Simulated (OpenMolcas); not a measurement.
# P: effect of the level shift or regulariser

* Program: OpenMolcas
* Basis: ANO-L-VTZP [5s4p2d1f]
* Scalar Hamiltonian: non-relativistic, point nucleus
* Active space: 3 electrons in 3 orbitals (3p)
* State averaging: 2S+1 = 4 odd, 1 root; 2S+1 = 2 odd, 8 roots
* Spin-orbit coupling: RASSI with atomic mean-field integrals over the reference wave functions, term energies averaged over their components

Methods on the same reference wave functions:
A. CASSCF
B. SS-CASPT2, IPEA 0.25 Eh, imaginary shift 0.1 Eh (closed shells correlated: 2s 2p 3s)
C. SS-CASPT2, IPEA 0.25 Eh, sigma2 regulariser 0.3 Eh (closed shells correlated: 2s 2p 3s)

Energies in cm⁻¹ above 3s² 3p³ ⁴S°_3/2, the measured ground level; measured values from NIST Handbook of Basic Atomic Spectroscopic Data.

| Level | A | B | C | Measured |
| --- | --- | --- | --- | --- |
| 3s² 3p³ ⁴S°_3/2 | 0.0 | 0.0 | 0.0 | 0.0 |
| 3s² 3p³ ²D°_3/2 | 15392 | 12140 | 12140 | 11361 |
| 3s² 3p³ ²D°_5/2 | 15398 | 12150 | 12150 | 11377 |
| 3s² 3p³ ²P°_1/2 | 25459 | 20500 | 20500 | 18723 |
| 3s² 3p³ ²P°_3/2 | 25467 | 20500 | 20510 | 18748 |

Deviations, from unrounded energies. A percentage is the sum of absolute deviations over the sum of measured energies, with the sign that they share, or ± where signs differ.

```tsv
Against measurement	Levels	A	B	C
mean absolute deviation (cm-1)	4	5400	1300	1300
other terms of the ground configuration (%)	4	+35.7	+8.4	+8.5
```

B, C lie about equally close to measurement and A furthest from it. The largest miss of B in the table is 3s² 3p³ ²P°_1/2, by +1800 cm-1. The ranking rests on the paired levels alone, and a cruder setting can come out closer through cancelling errors.

Between B and C no level of the table moves by more than 5 cm-1.

The two smallest mean deviations differ by little beside CASPT2's spread within terms, so their order carries little weight.

From A to B the spin-free energies of the other terms of 3s² 3p³ shown, above ⁴S°, scale by factors of 0.79 to 0.80.

The lowest spin-free term lies below A's lowest term by 0.093 hartree in B, 0.093 hartree in C.

CASPT2 breaks the degeneracy within a term, and the mean is taken; among the terms shown or strongly mixed into the levels shown the widest spread is 220 cm-1 (3s² 3p³ ²D°, C). With the s shell closed, the reference lacks s² → p² mixing. Without dynamic correlation excited terms often stand tens of per cent too high (terms of higher spin than the ground term too low), and those without a measured partner can miss by more than the paired ones (holds for A). Measured partners are found by configuration, term and J. A level has none where our copy of the source lacks it or the pairing is in doubt (some pairs that miss far off the trend of their configuration count as doubtful), and it then counts in no deviation. Only configurations of the active space appear.

° marks odd parity.
